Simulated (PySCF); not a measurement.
# Radial density of Cd⁺ (cadmium, charge +1)

TPSSh, [Kr] 4d9 5s2, 2D determinant (an excited configuration). Computed with PySCF 2.14 in ANO-RCC-VTZP (7s6p4d2f1g, 68 functions), with scalar relativity by spin-free X2C-1e.

```
r (bohr)  4πr²ρ (e/bohr)  4πr²(ρα − ρβ)
  0.0263           59.72         0.0002
  0.0442           52.78         0.0022
  0.0744           72.26         0.0226
   0.125           68.48         0.1197
   0.211           55.09         0.2535
   0.354           53.59         0.0482
   0.596           17.93         0.3343
    1.00           18.11         0.9777
    1.69           4.921         0.3602
    2.83           1.028         0.0188
    4.77         0.07396        -0.0021
    8.02       3.434e-05         0.0000
```

Densities and radii are taken from the X2C orbitals without a picture-change correction, which distorts them close to the nucleus.

(1) Where is the radial spin density 4πr²(ρα − ρβ) most negative, and why is it negative at all?

## Answers

(1) Around r = 4.77 bohr, down to -0.0021 e/bohr: exchange with the open shell polarises the paired shells in an unrestricted calculation.
